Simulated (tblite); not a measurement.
A tight-binding relaxation on `CC[C@@H]1P[C@@H]1C(C)(C)C`.

Computed with GFN2-xTB geometry optimisation, gas phase (tblite 0.8.0). Start geometry: from a force field or distance geometry. A driver script takes a list of jobs; this job's settings line and coordinates (Å) are shown.

Command:
```bash
OMP_NUM_THREADS=1 python probes_run.py task.json out
```

Input:
```
{"job": {"kind": "relax", "xc": "GFN2-xTB", "basis": "xTB"}, "charge": 0, "multiplicity": 1}
C      3.418000     0.526300    -0.262800
C      1.891400     0.379300    -0.369100
C      1.287700     0.113800     0.983300
P      0.908100    -1.619800     1.447400
C     -0.184900    -0.181200     1.247800
C     -1.345000    -0.101000     0.254800
C     -2.560300    -0.816200     0.876000
C     -1.103200    -0.703600    -1.130000
C     -1.707200     1.383700     0.072300
H      3.674400     1.361400     0.399800
H      3.833100     0.722200    -1.252400
H      3.868900    -0.381400     0.140600
H      1.474800     1.301800    -0.761800
H      1.691700    -0.427000    -1.078000
H      1.759700     0.718700     1.754000
H      0.847900    -2.177400     0.168000
H     -0.529200     0.201700     2.207200
H     -2.816000    -0.405400     1.860400
H     -2.360900    -1.884000     1.028900
H     -3.442300    -0.726700     0.247900
H     -2.032300    -0.661200    -1.727300
H     -0.814500    -1.757400    -1.085200
H     -0.349200    -0.153500    -1.691700
H     -0.889400     1.943000    -0.371300
H     -1.950300     1.864900     1.033900
H     -2.592400     1.501500    -0.578400
```

Output:
```
step      E/eV     max force
  0    -769.97549    1.525
  1    -770.03549    0.741
  2    -770.05843    0.290
  3    -770.06635    0.271
  4    -770.07749    0.274
  5    -770.08222    0.193
  6    -770.08403    0.078
  7    -770.08474    0.064
  8    -770.08546    0.073
  9    -770.08601    0.059
... (54 lines left out)
 64    -770.09375    0.017
 65    -770.09382    0.017
 66    -770.09388    0.015
 67    -770.09394    0.016
 68    -770.09398    0.011
 69    -770.09402    0.014
 70    -770.09406    0.015
 71    -770.09409    0.014
 72    -770.09413    0.013
 73    -770.09416    0.010
```

«max force» is the largest atomic force in eV/Å.

Problem. From which step on does the largest force stay under 0.1 eV/Å, and how much energy is left to gain from there?

Solution. From step 6 (0.078 eV/Å), 10.1 meV above the end.

Main results: energy lowered by 2.7 kcal/mol over 73 steps; largest atomic force 0.010 eV/Å at the end.

Problem. Give the final coordinates.

Solution. 0.104 Å rms from the input after alignment:
```
atom  x, y, z in Å
C1     3.4264    0.4426   -0.2447
C2     1.9066    0.4785   -0.3688
C3     1.2608    0.1650    0.9593
P4     0.9530   -1.5949    1.4781
C5    -0.1928   -0.1634    1.1933
C6    -1.3735   -0.0996    0.2299
C7    -2.5375   -0.8436    0.8962
C8    -1.1383   -0.7179   -1.1471
C9    -1.7444    1.3790    0.0563
H10    3.7729    1.1963    0.4589
H11    3.8948    0.6303   -1.2080
H12    3.7467   -0.5337    0.1147
H13    1.5921    1.4743   -0.6982
H14    1.5996   -0.2428   -1.1265
H15    1.6901    0.7708    1.7570
H16    0.9177   -2.0712    0.1644
H17   -0.5176    0.2270    2.1609
H18   -2.7731   -0.4076    1.8643
H19   -2.2743   -1.8887    1.0486
H20   -3.4279   -0.7958    0.2736
H21   -2.0751   -0.7247   -1.7013
H22   -0.7963   -1.7475   -1.0599
H23   -0.4170   -0.1464   -1.7232
H24   -0.9231    1.9286   -0.3975
H25   -1.9724    1.8336    1.0180
H26   -2.6185    1.4744   -0.5841
```
Labels such as C1 count atoms from 1, the log's own numbers from 0.
